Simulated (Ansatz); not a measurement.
Dissociation curve of SMILES [GaH3]. The Ga1–H4 bond (Ga1 also carries H, H; H4 carries nothing else) is pulled apart rigidly from the PBE0/def2-TZVP optimised geometry.

- RKS-PBE = restricted PBE/cc-pVDZ in Ansatz (a first-principles code)
- UKS-PBE = unrestricted PBE/cc-pVDZ (Ansatz)
- UKS-CAM-B3LYP = Ansatz with unrestricted CAM-B3LYP/cc-pVDZ
- FCI = full CI/cc-pVDZ, cores with 3d frozen run with Ansatz

Energies relative to the lowest point of each curve near equilibrium, in kcal/mol; the last columns give the error against full CI:

```
R / Å  RKS-PBE  UKS-PBE  UKS-CAM-B3LYP   FCI  RKS-PBE − FCI  UKS-PBE − FCI  UKS-CAM-B3LYP − FCI
-----  -------  -------  -------------  ----  -------------  -------------  -------------------
1.27      23.6     23.6           22.4  25.6           -1.9           -1.9                 -3.2
1.35      11.5     11.5           10.5  12.5           -1.0           -1.0                 -2.0
1.41       5.8      5.8            5.0   6.3           -0.6           -0.6                 -1.4
1.48       1.8      1.8            1.4   2.1           -0.2           -0.2                 -0.7
1.51       0.9      0.9            0.6   1.0           -0.1           -0.1                 -0.5
1.57       0.0      0.0            0.0   0.0            0.0            0.0                  0.0
1.59       0.0      0.0            0.1   0.0            0.0            0.0                  0.1
1.66       0.8      0.8            1.3   0.8            0.0            0.0                  0.5
1.73       2.7      2.7            3.6   2.7            0.0            0.0                  0.8
1.82       6.3      6.3            7.7   6.5           -0.2           -0.2                  1.3
1.94      12.3     12.3           14.5  12.7           -0.4           -0.4                  1.8
2.11      22.1     22.1           25.5  22.9           -0.8           -0.8                  2.6
2.32      34.5     34.5           39.6  35.5           -1.0           -1.0                  4.0
2.62      51.0     51.0           58.3  51.4           -0.4           -0.4                  7.0
2.83      61.0     61.0           67.4  60.1            0.9            0.9                  7.3
3.12      72.6     70.7           74.9  68.8            3.8            1.9                  6.1
3.40      81.5     75.5           78.9  74.1            7.4            1.4                  4.8
3.76      90.2     78.4           81.5  77.8           12.4            0.6                  3.7
4.29      98.6     79.6           83.1  79.9           18.8           -0.3                  3.2
4.78     103.3     79.9           83.5  80.4           22.9           -0.5                  3.1
5.48     107.0     80.0           83.7  80.6           26.4           -0.6                  3.1
```

RKS-PBE is furthest from FCI at 5.48 (26.4 kcal/mol, above); its mean absolute error over the points is 4.7 kcal/mol.

UKS-PBE is furthest from FCI at 1.27 (-1.9 kcal/mol, below); its mean absolute error over the points is 0.6 kcal/mol.

UKS-CAM-B3LYP is furthest from FCI at 2.83 (7.3 kcal/mol, above); its mean absolute error over the points is 2.7 kcal/mol.

The restricted form behind RKS-PBE keeps the bonding electrons paired and can't separate into open-shell fragments. The unrestricted determinant behind UKS-PBE is spin-contaminated at 3.12 to 5.48 Å (<S²> up to 1.0, against 0.00 for a pure singlet). The unrestricted determinant behind UKS-CAM-B3LYP is spin-contaminated at 2.62 to 5.48 Å (<S²> up to 1.0, against 0.00 for a pure singlet).
